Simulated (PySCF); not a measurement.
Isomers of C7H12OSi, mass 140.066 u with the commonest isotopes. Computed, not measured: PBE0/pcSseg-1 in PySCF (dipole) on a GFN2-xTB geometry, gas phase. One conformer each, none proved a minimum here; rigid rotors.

Problem. Order these by out-of-plane moment Σ m c² = (Ia + Ib − Ic)/2, largest first.
A. `[O:1]=[C:2]1[CH:3]=[CH:4][CH2:5][C@@H:6]([CH2:7][SiH3:8])[CH2:9]1` with C5–C6–C7–Si8 -63°, O1–C2–C3–C4 -174°, C3–C4–C5–C6 20°, C4–C5–C6–C7 -172°, C5–C6–C9–C2 59°
B. `[CH2:1]=[CH:2][C@@H:3]([CH3:4])[C:5]1=[CH:6][SiH2:7][CH2:8][O:9]1` with C1–C2–C3–C4 120°, C2–C3–C5–C6 116°
C. `[CH3:1][CH2:2][CH2:3][c:4]1[cH:5][o:6][c:7]([SiH3:8])[cH:9]1` with C1–C2–C3–C4 64°, C2–C3–C4–C5 76°

Solution. B (75.52 u·Å²), C (44.87 u·Å²), A (22.69 u·Å²).

Problem. Order these by rotational constant B, largest first.
A. `[O:1]=[C:2]1[CH:3]=[CH:4][CH2:5][C@@H:6]([CH2:7][SiH3:8])[CH2:9]1` with C5–C6–C7–Si8 -63°, O1–C2–C3–C4 -174°, C3–C4–C5–C6 20°, C4–C5–C6–C7 -172°, C5–C6–C9–C2 59°
B. `[CH2:1]=[CH:2][C@@H:3]([CH3:4])[C:5]1=[CH:6][SiH2:7][CH2:8][O:9]1` with C1–C2–C3–C4 120°, C2–C3–C5–C6 116°
C. `[CH3:1][CH2:2][CH2:3][c:4]1[cH:5][o:6][c:7]([SiH3:8])[cH:9]1` with C1–C2–C3–C4 64°, C2–C3–C4–C5 76°

Solution. B (803.4 MHz), A (718.8 MHz), C (681.1 MHz).

Problem. Order these by dipole moment, largest first.
A. `[CH2:1]=[CH:2][C@@H:3]([CH3:4])[C:5]1=[CH:6][SiH2:7][CH2:8][O:9]1` with C1–C2–C3–C4 120°, C2–C3–C5–C6 116°
B. `[CH3:1][CH2:2][CH2:3][c:4]1[cH:5][o:6][c:7]([SiH3:8])[cH:9]1` with C1–C2–C3–C4 64°, C2–C3–C4–C5 76°
C. `[O:1]=[C:2]1[CH:3]=[CH:4][CH2:5][C@@H:6]([CH2:7][SiH3:8])[CH2:9]1` with C5–C6–C7–Si8 -63°, O1–C2–C3–C4 -174°, C3–C4–C5–C6 20°, C4–C5–C6–C7 -172°, C5–C6–C9–C2 59°

Solution. C (3.46 D), B (1.23 D), A (0.31 D).

```json
{"SMILES": "CCCc1coc([SiH3])c1", "point group": "C1", "Ia (u·Å²)": "161.72", "Ib (u·Å²)": "741.96", "Ic (u·Å²)": "813.94", "κ": "-0.95", "μa (D)": "1.17", "μb (D)": "0.22", "μc (D)": "0.31"}
{"SMILES": "O=C1C=CC[C@@H](C[SiH3])C1", "point group": "C1", "Ia (u·Å²)": "163.98", "Ib (u·Å²)": "703.05", "Ic (u·Å²)": "821.66", "κ": "-0.92", "μa (D)": "2.69", "μb (D)": "1.90", "μc (D)": "1.04"}
{"SMILES": "C=C[C@@H](C)C1=C[SiH2]CO1", "point group": "C1", "Ia (u·Å²)": "189.93", "Ib (u·Å²)": "629.04", "Ic (u·Å²)": "667.93", "κ": "-0.95", "μa (D)": "0.26", "μb (D)": "0.16", "μc (D)": "0.07"}
```
